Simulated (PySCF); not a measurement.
C2H6N2Si2, SMILES C1=NC=N[SiH2][SiH2]1. Geometry optimised at PBE-D3(BJ)/def2-SVP. The structure was generated by enumeration, and PubChem lists no compound with its InChIKey, so it may never have been made.

Computed equilibrium geometry at PBE-D3(BJ)/def2-SVP (PySCF confirms it by a frequency run) as a Z-matrix:
```
Si
H 1 1.5022
H 1 1.5061 2 110.28
C 1 1.9343 2 108.45 3 -120.60
N 4 1.2890 1 124.57 2 -162.05
C 5 1.4058 4 125.31 1 -0.40
N 6 1.2868 5 128.35 4 40.97
H 4 1.1132 5 115.35 6 -170.75
H 6 1.1137 7 119.54 5 -171.64
Si 7 1.7750 6 124.57 9 169.17
H 10 1.5002 7 107.53 6 -143.56
H 10 1.5071 11 109.33 7 121.04
```
Charge 0, spin multiplicity 1.
